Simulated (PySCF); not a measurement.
Potential energy of BaH along the bond

Set-up: PySCF, spin-free X2C with a Gaussian nucleus, basis sets Ba x2c-TZVPPall, H x2c-TZVPPall. Energies in eV from Ba + H in their ground configurations at the same level. State: ²Σ⁺ (doublet), unpaired electrons σ ↑.

All columns are revPBE. A positive dipole means Ba(−)H(+).

```csv
R (Å),E (eV),μ (D),Mulliken charge on Ba (basis-dependent),HOMO (eV),LUMO (eV),Mayer bond order,⟨S²⟩
1.904,-1.909,-2.36,0.26,-2.72,-2.04,0.98,0.75
1.993,-2.089,-2.64,0.28,-2.76,-2.08,0.96,0.75
2.081,-2.196,-2.92,0.29,-2.81,-2.13,0.95,0.75
2.148,-2.237,-3.14,0.29,-2.84,-2.17,0.94,0.75
2.214,-2.252,-3.35,0.30,-2.88,-2.21,0.93,0.75
2.280,-2.244,-3.56,0.30,-2.91,-2.25,0.92,0.75
2.369,-2.206,-3.85,0.30,-2.96,-2.30,0.92,0.75
2.480,-2.124,-4.20,0.30,-3.02,-2.36,0.91,0.75
2.612,-1.992,-4.62,0.30,-3.09,-2.44,0.91,0.75
2.790,-1.782,-5.16,0.30,-3.17,-2.53,0.90,0.75
```

A fit through these points gives, at Re = 2.222 Å, μ = -3.38 D and dμ/dR = -3.23 D/Å; the reduced mass is 1.001 u.

Task: How strong is the fundamental in the double-harmonic approximation, I = 42.26·(dμ/dR)²/μred km/mol?

Result: I = 42.26·(-3.23)²/1.001 = 440 km/mol at revPBE.

Spin–orbit coupling is left out. The state was picked by a PBE0 search and need not be the measured ground state.
